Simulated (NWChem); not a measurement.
System: CH₅FOSi₂; SMILES F[Si@@H]1OC[SiH2]1

```xyz
10

F      0.3769    -1.9899    -0.6438
Si     0.0638    -0.8404     0.4618
O     -1.4001    -0.0765     0.1703
C     -1.0931     1.2445    -0.3134
Si     0.8247     1.3008    -0.0388
H      0.0847    -1.5436     1.7709
H     -1.6541     1.9925     0.2709
H     -1.3957     1.3470    -1.3696
H      1.6695     1.5702    -1.2400
H      1.2501     2.1846     1.0887
```
Atoms are numbered in this order, from 1.

Program: NWChem. STO-3G and 3-21G are far too small for this property and stand as cheap habits. All runs use the structure optimised with PBE0/def2-SVP. Field at 589 nm.

For level B3LYP/def2-SVPD:

| Item | Value |
|---|---|
| isotropic polarisability (bohr³) | 71.1 |
| anisotropy (bohr³) | 19.2 |

Question: Estimate the same quantities for level B3LYP/STO-3G.

Answer: The isotropic polarisability (bohr³) is 32.9 and the anisotropy (bohr³) comes out as 16.2.
